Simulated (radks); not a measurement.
Spherical quantum dot in the effective-mass picture: electrons in a parabolic well V = omega^2 r^2 / 2 with omega = 1.43, with a point charge +1 (a donor) at the centre, all in effective atomic units (hartree* = m*/eps^2 hartree, bohr* = eps/m* bohr), one dielectric constant everywhere. Method: non-relativistic Kohn-Sham, LDA (Slater exchange, Perdew-Wang correlation), spin-polarised, spherical densities; computed with a radial shooting solver with Libxc functionals. Levels are named by radial order and angular momentum (1s, 1p, 1d, 2s, ...), and open shells are averaged over m.

N = 37, configuration 1s2 1p6 1d10 2s2 1f14 2p(up 3, down 0). This is the lowest configuration that the search found. Occupied and some empty levels:

level    occupation  eigenvalue (hartree*)  <r> (bohr*)
1s up             1                 19.261        1.242
1s down           1                 19.324        1.270
1p up             3                 20.045        1.820
1p down           3                 20.076        1.836
2s up             1                 20.581        1.823
2s down           1                 20.621        1.800
1d up             5                 20.732        2.120
1d down           5                 20.753        2.122
1f up             7                 21.462        2.334
1f down           7                 21.481        2.332
2p up             3                 21.586        2.023
2p down           0                 21.639        2.026
1g up             0                 22.248        2.506
1g down           0                 22.269        2.503
3s up             0                 22.342        2.077
3s down           0                 22.376        2.080
2d up             0                 22.504        2.231
2d down           0                 22.543        2.243

Energy (hartree*): total 485.638, kinetic 53.689, external 159.07, Hartree 293.81, exchange-correlation -20.926.

Electron density:

r (bohr*)  n(r) (e/bohr*^3)
0.307                0.9541
0.636                0.6206
0.965                0.4824
1.29                 0.4386
1.62                 0.4468
1.95                 0.4398
2.28                 0.3585
2.61                 0.2194
2.94                0.09523
3.27                0.02825
3.60               0.005697
3.93              0.0007794
4.26             0.00007228
